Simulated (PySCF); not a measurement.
C3H11AlO, neutral, multiplicity 1.

```xyz
16

Al     0.1279     0.2222     0.0000
C     -0.7276     0.8028     1.6957
H     -0.4466     1.8459     1.9310
H     -0.4136     0.2057     2.5724
H     -1.8330     0.7878     1.6630
C      2.0776    -0.0796     0.0000
H      2.4220    -0.6360     0.8898
H      2.6253     0.8808     0.0000
H      2.4220    -0.6360    -0.8898
C     -0.7276     0.8028    -1.6957
H     -1.8330     0.7878    -1.6630
H     -0.4136     0.2057    -2.5724
H     -0.4466     1.8459    -1.9310
O     -0.6368    -1.7010     0.0000
H     -1.1929    -1.8620    -0.7780
H     -1.1929    -1.8620     0.7780
```

Coordinates come from a B3LYP-D3(BJ)/def2-SVP optimisation. The isomer is the one that the SMILES or the coordinates give; other isomers of the formula were not compared. Other conformers were not sampled.

All values below come from HF/pcSseg-1 in PySCF. Non-relativistic, no solvent.

Computed absolute GIAO shielding of each atom: isotropic value and principal components (ppm):
| atom | σ(iso) | σ11 | σ22 | σ33 | span |
|---|---|---|---|---|---|
| Al1 | 407.5 | 378.1 | 409.8 | 434.7 | 56.6 |
| C2 | 200.0 | 197.7 | 199.2 | 203.1 | 5.5 |
| H3 | 32.2 | 27.8 | 28.7 | 40.0 | 12.1 |
| H4 | 32.5 | 28.4 | 29.6 | 39.6 | 11.2 |
| H5 | 32.7 | 28.4 | 30.0 | 39.7 | 11.3 |
| C6 | 200.4 | 197.0 | 199.9 | 204.3 | 7.3 |
| H7 | 32.3 | 27.9 | 29.6 | 39.6 | 11.7 |
| H8 | 32.4 | 28.1 | 29.0 | 40.0 | 12.0 |
| H9 | 32.3 | 27.9 | 29.6 | 39.6 | 11.7 |
| C10 | 200.0 | 197.7 | 199.2 | 203.1 | 5.5 |
| H11 | 32.7 | 28.4 | 30.0 | 39.7 | 11.3 |
| H12 | 32.5 | 28.4 | 29.6 | 39.6 | 11.2 |
| H13 | 32.2 | 27.8 | 28.7 | 40.0 | 12.1 |
| O14 | 302.5 | 272.7 | 303.1 | 331.8 | 59.2 |
| H15 | 28.3 | 19.8 | 23.9 | 41.2 | 21.4 |
| H16 | 28.3 | 19.8 | 23.9 | 41.2 | 21.4 |
